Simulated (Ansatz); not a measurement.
The cluster AlNi2⁻, relaxed as a triplet with UKS PBE-D4/def2-TZVPD in Ansatz, starting from the PBE-D4/def2-TZVPD geometry of the charge -1 singlet. Force threshold 0.02 eV/Å.

The highest occupied level of the charge -1 triplet lies above zero (up to 0.57 eV). It is a level of α spin, whose loss leaves a doublet; that state wasn't run at this geometry and level. The electron is either unbound and held by the finite basis, or the level is raised by self-interaction error. The relaxation made no stability test and no search for a lower SCF solution. The structure comes from a short search, and lower isomers may exist.

Start:

```xyz
3

Ni   -0.702    0.419   -1.009
Ni    1.292   -0.024   -0.140
Al   -0.590   -0.394    1.149
```

Question: Estimate the energy that the relaxation releases and the steps that it takes.

Answer: 0.2 kcal/mol, in 3 steps; 5.5 s on 4 threads of Arm Neoverse V2 on a shared host. No frequencies were taken in this run, so the end may be a saddle point.

Question: Does the start keep its bonding and symmetry?

Answer: By distances, no bond broke or formed. The bond that changes most is Ni1–Al3, from 2.31 to 2.34 Å (atoms count from 1). Point group C2v at the start, C2v at the end, both within 0.05 Å.

Question: Predict the relaxed structure.

Answer: 
```xyz
3

Ni   -0.709    0.424   -1.022
Ni    1.306   -0.024   -0.142
Al   -0.597   -0.400    1.164
```
Bond lengths (bridged metal pairs left out): 2 × Al–Ni 2.34 Å; 1 × Ni–Ni 2.24 Å.
